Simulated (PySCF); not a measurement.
Al(OH)2(OSiMe3), C₃H₁₁AlO₃Si, SMILES C[Si](C)([O][Al]([OH])[OH])C (GFN2-xTB optimised geometry):

```
19

Al    -1.218    -2.308    -2.699
O     -1.836    -1.634    -4.084
H     -2.044    -0.767    -4.404
O     -1.017    -3.944    -2.568
H     -1.155    -4.727    -3.083
O     -0.773    -1.374    -1.387
Si    -0.268    -0.670     0.000
C     -0.956    -1.663     1.473
C      1.638    -0.670     0.000
C     -0.950     1.113     0.000
H     -0.626    -1.251     2.421
H     -0.630    -2.698     1.428
H     -2.042    -1.665     1.473
H      2.027    -1.682    -0.051
H      2.034    -0.207     0.898
H      2.032    -0.126    -0.854
H     -2.034     1.121    -0.058
H     -0.573     1.682    -0.845
H     -0.665     1.640     0.905
```

Computed with CAM-B3LYP/def2-SVP (PySCF).

**Question.** What are the frontier orbital energies and the dipole moment?

**Answer.** HOMO-2 -10.12 eV, HOMO-1 -9.14 eV, HOMO -9.07 eV, LUMO 0.94 eV, LUMO+1 2.37 eV; dipole moment 0.96 D.

On the same geometry PBE/def2-SVP in PySCF 2.14.0 gives HOMO-2 -6.85 eV, HOMO-1 -6.35 eV, HOMO -6.26 eV, LUMO -0.76 eV, LUMO+1 0.66 eV; dipole moment 0.93 D.

Meta-Löwdin charges at CAM-B3LYP/def2-SVP: Al1 1.20, O2 -0.73, H3 0.33, O4 -0.73, H5 0.34, O6 -0.82, Si7 1.13, C8 -0.56, C9 -0.56, C10 -0.56, H11 0.11, H12 0.11, H13 0.11, H14 0.11, H15 0.11, H16 0.11, H17 0.11, H18 0.10, H19 0.10.
